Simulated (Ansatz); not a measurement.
Species: BeCl (charge 0, doublet). SMILES: [Be][Cl]
Coordinates optimised at B3LYP-D3(BJ)/def2-TZVP (Ansatz, an electronic-structure program):
```xyz
2

Be     0.0000     0.0000    -1.4703
Cl     0.0000     0.0000     0.3460
```
Charge 0, spin multiplicity 2.

Parts of the frozen-core correlation energy in def2-SVP (Ansatz, hartree). Frozen orbitals: 6; correlated occupied orbitals by spin: 5 and 4; virtual: 16 and 17. Open shells are spin-unrestricted. No spin-orbit coupling. Non-relativistic.

| term | value |
|---|---|
| reference (HF) | -474.00170 |
| MP2 opposite-spin | -0.10589 |
| MP2 same-spin | ? |
| CCSD correlation | ? |
| (T) | ? |
| CCSDT minus CCSD(T) | -0.00041 |
| CCSDT(Q) minus CCSD(T) | -0.00070 |
| T1 diagnostic | 0.012 |
| largest doubles amplitude | 0.038 |
| <S^2> of the reference | 0.752 |

Problem. Fill in the missing entries.

Solution. 
- MP2 same-spin, value: -0.03935
- CCSD correlation, value: -0.15916
- (T), value: -0.00320
